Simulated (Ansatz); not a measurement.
`[CH3][Al-]([CH3])([NH3+])[F]`, relaxed with RKS PBE0-D4/def2-TZVP in Ansatz 0.2.0 from a PBE-D4/def2-SVP geometry. The force threshold is 0.005 eV/Å; the program also tests the step.

The species carries charge 0 and has multiplicity 1.

Start:

```xyz
14

C    -0.603    1.006   -1.555
Al    0.464    0.382   -0.014
C    -0.172    0.595    1.845
N     0.383   -1.690   -0.253
F     2.161    0.480   -0.216
H    -1.664    0.676   -1.513
H    -0.629    2.117   -1.597
H    -0.188    0.670   -2.530
H     0.452    0.042    2.580
H    -0.142    1.662    2.156
H    -1.225    0.264    1.988
H    -0.560   -2.092   -0.150
H     0.990   -2.150    0.441
H     0.732   -1.962   -1.183
```

```csv
step,energy (eV),largest force (eV/Å),largest move (Å)
1,-13021.2816,0.571,0.000
2,-13021.3304,0.326,0.031
3,-13021.3380,0.086,0.019
4,-13021.3383,0.011,0.005
5,-13021.3383,0.009,0.004
6,-13021.3383,0.002,0.002
```

End:

```xyz
14

C    -0.602    1.005   -1.537
Al    0.457    0.353   -0.016
C    -0.175    0.598    1.828
N     0.386   -1.689   -0.252
F     2.130    0.433   -0.218
H    -1.649    0.684   -1.489
H    -0.618    2.099   -1.566
H    -0.203    0.676   -2.503
H     0.434    0.058    2.561
H    -0.143    1.654    2.119
H    -1.214    0.275    1.963
H    -0.540   -2.092   -0.156
H     0.994   -2.122    0.436
H     0.743   -1.932   -1.171
```

It took 30 s on 4 threads of a server CPU on a shared host, with 0.58 GiB of host memory at the peak.
